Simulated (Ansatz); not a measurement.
C3H7GaO, SMILES `[CH3][Ga]([CH3])[CH]=O`, relaxed with RKS PBE0-D4/def2-TZVP in Ansatz 0.2.0 from a PBE-D4/def2-SVP geometry. The force threshold is 0.005 eV/Å; the program also tests the step.

The species carries charge 0 and has multiplicity 1.

Start:

```xyz
12

C     1.414   -0.827   -0.989
Ga    0.025   -0.069    0.207
C    -1.902   -0.088   -0.263
C     0.633    1.117    1.724
O     0.791    2.248    1.270
H     1.161   -0.649   -2.055
H     1.466   -1.926   -0.840
H     2.416   -0.405   -0.781
H    -2.510    0.546    0.410
H    -2.046    0.254   -1.308
H    -2.287   -1.128   -0.203
H     0.839    0.930    2.829
```

**Question.** By how much does the energy fall, and how many steps does the optimiser take? (An estimate is asked.)

**Answer.** Ansatz gave: 6.11 kJ/mol, in 49 steps, 8 of them rejected.

**Question.** Which bonds change most? (Best estimate.)

**Answer.** Computed: C4–H12 from 1.140 to 1.119 Å; C3–H10 from 1.109 to 1.091 Å; C1–H6 from 1.109 to 1.091 Å; C1–H7 from 1.111 to 1.093 Å.

**Question.** Give the relaxed structure. (Best estimate.)

**Answer.** Computed: 
```xyz
12

C     1.430   -0.755   -1.056
Ga    0.014   -0.059    0.121
C    -1.904   -0.021   -0.318
C     0.598    0.916    1.797
O     0.805    2.098    1.623
H     1.039   -1.105   -2.012
H     1.957   -1.582   -0.571
H     2.169    0.028   -1.244
H    -2.286    0.998   -0.219
H    -2.103   -0.375   -1.331
H    -2.466   -0.644    0.384
H     0.746    0.501    2.826
```
